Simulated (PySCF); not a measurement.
Compound: (H2In-mu-SH)2.
Cartesian coordinates in Å at the PBE0-D3(BJ)/def2-SVP level; atoms count from 1:
```
atom  x, y, z in Å
In1    1.563   -0.371    0.941
H2     2.757    0.856    0.929
H3     1.438   -1.933    1.645
S4     0.839   -0.647   -1.566
In5   -1.227    0.887   -1.044
H6    -2.619   -0.100   -1.241
H7    -0.754    2.440   -1.593
S8    -0.680    0.867    1.520
H9     0.184   -1.814   -1.373
H10   -1.377   -0.260    1.786
```

Method used: PBE0-D3(BJ)/def2-SVP geometry optimisation, gas phase, def2 core potentials past Kr in PySCF 2.14.0.

Which atoms are bound to In1, and at what distances?

4 atoms: H2 1.713 Å, H3 1.718 Å, S4 2.623 Å, S8 2.626 Å. The nearest atom not counted as bound is H9, at 3.06 Å (others tie with it).

List the angles at In1.

| angle | degrees | distance of the outer atoms (Å) |
| --- | --- | --- |
| H2–In1–H3 | 134.8 | 3.17 |
| H3–In1–S4 | 106.0 | 3.51 |
| H3–In1–S8 | 106.0 | 3.51 |
| H2–In1–S4 | 105.1 | 3.49 |
| H2–In1–S8 | 105.0 | 3.49 |
| S4–In1–S8 | 91.4 | 3.76 |

Describe the arrangement about In1 in numbers.

Angles from 91.4° to 134.8°; τ4 = (360° − α − β)/141° = 0.84 with α and β the two widest (0 for a square, 1 for a tetrahedron). Differences among atoms that C2v makes equivalent are scatter left by the optimiser.

What are the other bond lengths?

S4–H9, S8–H10 1.352 Å.

Give some angles away from the centre.

In1–S4–In5 88.0°.

What are the rotational constants (commonest isotopes, rigid rotor)?

A = 2028, B = 627.7, C = 494.4 MHz: an asymmetric top.

Point group: C2v (tolerance 0.08 Å). Charge 0, singlet. PBE0-D3(BJ)/def2-SVP frequencies: not computed here.

One conformer stands for the species.
